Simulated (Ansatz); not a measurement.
Reaction (atomization): `S=C[SiH2]S` → C• + 4 H• + 2 S• + Si•

Computed with Ansatz on PBE0-D4/def2-TZVP structures; ΔE is electronic, products minus reactants. CBS: MP2 limit from def2 TZ/QZ plus the TZ coupled-cluster correction, frozen cores. This one scheme is used for every species, atoms too. Functionals use def2-TZVPP. B3LYP here is the variant with VWN-RPA as its local correlation; programs differ in this. HSE06 is defined as in plane-wave codes. No spin–orbit coupling; open shells (•) take unrestricted orbitals. Spin–orbit coupling would lower the free atoms: a little for C, S, Si. One conformer a species, not always the lowest.

`S=C[SiH2]S`:

Cartesian coordinates in Å:
```
S -0.461 -2.209 -1.122
C -0.282 -0.607 -1.110
Si -0.445 0.417 0.454
S 1.453 1.272 0.934
H -0.019 -0.092 -2.039
H -0.967 -0.454 1.530
H -1.324 1.590 0.212
H 2.045 0.083 1.140
```

```
             level  ΔE (kJ/mol)  difference from CCSD(T)/CBS
       LDA (SPW92)       2963.1                        370.9
            PBE-D4       2632.1                         39.9
           BLYP-D4       2575.4                        -16.8
         r2SCAN-D4       2598.2                          6.0
            B97M-V       2615.8                         23.6
           PBE0-D4       2585.0                         -7.2
        r2SCANh-D4       2579.3                        -12.9
        r2SCAN0-D4       2552.5                        -39.7
          HSE06-D4       2587.3                         -4.9
          BHLYP-D4       2504.7                        -87.5
      CAM-B3LYP-D4       2572.0                        -20.2
           ωB97X-V       2604.3                         12.1
           ωB97M-V       2605.5                         13.3
            B2PLYP       2545.1                        -47.1
          PBE-QIDH       2562.5                        -29.7
               PBE       2610.9                         18.7
            revPBE       2519.0                        -73.2
              BLYP       2529.7                        -62.5
            r2SCAN       2593.2                          1.0
              PBE0       2567.0                        -25.2
             B3LYP       2543.9                        -48.3
           r2SCANh       2573.8                        -18.4
           r2SCAN0       2546.4                        -45.8
             HSE06       2570.3                        -21.9
             BHLYP       2476.2                       -116.0
         CAM-B3LYP       2553.4                        -38.8
           LC-ωPBE       2533.7                        -58.5
       HF/def2-SVP       1801.2                       -791.0
     CCSD/def2-SVP       2348.6                       -243.6
  CCSD(T)/def2-SVP       2388.0                       -204.2
     HF/def2-TZVPP       1824.7                       -767.5
    MP2/def2-TZVPP       2540.7                        -51.5
SCS-MP2/def2-TZVPP       2535.8                        -56.4
   CCSD/def2-TZVPP       2456.1                       -136.1
CCSD(T)/def2-TZVPP       2508.4                        -83.8
     HF/def2-QZVPP       1828.7                       -763.5
    MP2/def2-QZVPP       2590.2                         -2.0
SCS-MP2/def2-QZVPP       2590.9                         -1.3
      HF/CBS(def2)       1829.3                       -762.9
     MP2/CBS(def2)       2624.5                         32.3
       CCSD(T)/CBS       2592.2                            0
```

Largest T1 diagnostic among the species: 0.014.

At CCSD(T), def2-SVP lies −204.2 kJ/mol from the extrapolated value and def2-TZVPP −83.8 kJ/mol: correlation converges slowly with the basis, and small sets miss more of it in the bonded molecule than in its fragments. From r2SCAN to r2SCAN0 (25 % exact exchange), in def2-TZVPP and without D4, ΔE moves by −46.8 kJ/mol: exact exchange takes away binding that semilocal exchange gives to molecules.

For atomizations the MP2-based limit and the directly extrapolated one differ by several kJ/mol either way, and by 10 to 25 for some Ge, Se and Sn compounds, so smaller differences from it don't rank the levels.
